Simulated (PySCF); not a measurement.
Species: 3-tert-butylthiophene, C8H12S.
Atom-mapped SMILES: `[CH3:1][C:2]([CH3:3])([CH3:4])[c:5]1[cH:6][cH:7][s:8][cH:9]1` (hydrogens: H10, H11, H12 on C1; H13, H14, H15 on C3; H16, H17, H18 on C4; H19 on C6; H20 on C7; H21 on C9)

Geometry (GFN2-xTB, Å), atoms numbered from 1 in this order:
```xyz
21
C8H12S angstrom
C     -1.439   -0.951    0.642
C     -0.680    0.136   -0.129
C     -0.927    1.502    0.523
C     -1.194    0.173   -1.570
C      0.798   -0.170   -0.079
C      1.530   -0.263    1.138
C      2.841   -0.544    0.955
S      3.237   -0.708   -0.709
C      1.605   -0.390   -1.151
H     -2.509   -0.761    0.604
H     -1.245   -1.929    0.206
H     -1.133   -0.974    1.685
H     -0.367    2.275    0.002
H     -0.617    1.498    1.565
H     -1.984    1.753    0.481
H     -1.044   -0.787   -2.057
H     -2.258    0.397   -1.577
H     -0.680    0.942   -2.142
H      1.094   -0.125    2.112
H      3.607   -0.667    1.695
H      1.356   -0.389   -2.193
```

Method used: PBE0/pcSseg-1 in PySCF (dipole) on a GFN2-xTB geometry, gas phase.

Masses are those of the commonest isotopes; rigid-rotor values at the optimised geometry. 

(1) What are A, B and C (MHz)?

(2) Classify the top.

(3) What does the inertial defect say?

(4) Give the other two planar moments, Paa and Pbb, and the rms extents of the mass along the axes.

(5) List the rotational levels J(Ka,Kc) to J = 4 (MHz).

(6) Which types of transition are allowed, and where do some lines up to J = 3 fall?

Answers

(1) Ia = 178.64, Ib = 549.99, Ic = 618.23 u·Å²; 505379 MHz·u·Å²/I gives A = 2829, B = 918.9, C = 817.5 MHz.

(2) An asymmetric top. Ray's parameter κ = (2B − A − C)/(A − C) = -0.899; −1 is the prolate and +1 the oblate limit.

(3) Not planar: Δ = Ic − Ia − Ib = -110.40 u·Å². For a rigid frame Δ = −2 Σ m c², so Σ m c² = 55.20 u·Å² lies off the ab plane: 17.45 from hydrogen and 37.76 from heavier atoms. The atom farthest from that plane is 2.15 Å away.

(4) Paa = Σ m a² = (Ib + Ic − Ia)/2 = 494.79 and Pbb = Σ m b² = (Ia + Ic − Ib)/2 = 123.44 u·Å². With the mass M = 140.07 u, the rms extents √(P/M) along a, b and c are 1.88, 0.94, 0.63 Å.

(5) Above 0(0,0):
J = 1: 1(0,1) 1736, 1(1,1) 3646, 1(1,0) 3748
J = 2: 2(0,2) 5205, 2(1,2) 7018, 2(1,1) 7322, 2(2,1) 13052, 2(2,0) 13056
J = 3: 3(0,3) 10398, 3(1,3) 12072, 3(1,2) 12681, 3(2,2) 18261, 3(2,1) 18281, 3(3,1) 28068, 3(3,0) 28068
J = 4: 4(0,4) 17305, 4(1,4) 18807, 4(1,3) 19821, 4(2,3) 25204, 4(2,2) 25262, 4(3,2) 35021, 4(3,1) 35021, 4(4,1) 48740, 4(4,0) 48740

(6) The dipole components are |μa| = 0.89 D, |μb| = 0.30 D, |μc| = 0.00 D; the mirror of this Cs structure is the ab plane, so μc vanishes by symmetry and there are no c-type lines. Intensities carry the squares of the components, which stand as 1.00 : 0.11 (a : b). Some lines, for components of 0.1 D or more:

```tsv
type	branch	J(Ka,Kc)	MHz	lower level (cm⁻¹)
a	Q	2(1,1) ← 2(1,2)	304	0.234
a	Q	3(1,2) ← 3(1,3)	608	0.403
b	R	2(0,2) ← 1(1,1)	1559	0.122
a	R	1(0,1) ← 0(0,0)	1736	0.000
b	Q	1(1,0) ← 1(0,1)	2012	0.058
b	Q	2(1,1) ← 2(0,2)	2117	0.174
b	Q	3(1,2) ← 3(0,3)	2282	0.347
a	R	2(1,2) ← 1(1,1)	3371	0.122
b	R	3(0,3) ← 2(1,2)	3381	0.234
a	R	2(0,2) ← 1(0,1)	3469	0.058
a	R	2(1,1) ← 1(1,0)	3574	0.125
a	R	3(1,3) ← 2(1,2)	5054	0.234
a	R	3(0,3) ← 2(0,2)	5193	0.174
a	R	3(2,2) ← 2(2,1)	5209	0.435
a	R	3(2,1) ← 2(2,0)	5225	0.436
b	R	2(1,2) ← 1(0,1)	5281	0.058
a	R	3(1,2) ← 2(1,1)	5359	0.244
b	Q	3(2,1) ← 3(1,2)	5600	0.423
b	Q	2(2,0) ← 2(1,1)	5734	0.244
b	Q	2(2,1) ← 2(1,2)	6035	0.234
b	Q	3(2,2) ← 3(1,3)	6189	0.403
b	R	3(1,3) ← 2(0,2)	6867	0.174
b	R	2(2,1) ← 1(1,0)	9304	0.125
b	Q	3(3,1) ← 3(2,2)	9806	0.609
b	R	3(2,2) ← 2(1,1)	10939	0.244
b	R	3(2,1) ← 2(1,2)	11263	0.234
b	R	3(3,1) ← 2(2,0)	15012	0.436
b	R	3(3,0) ← 2(2,1)	15016	0.435
```

No GFN2-xTB frequencies stand behind this structure, so it isn't proved a minimum. Zero-point vibration and centrifugal distortion are left out. A rigid rotor knows nothing of internal rotation, which can split or shift real lines.
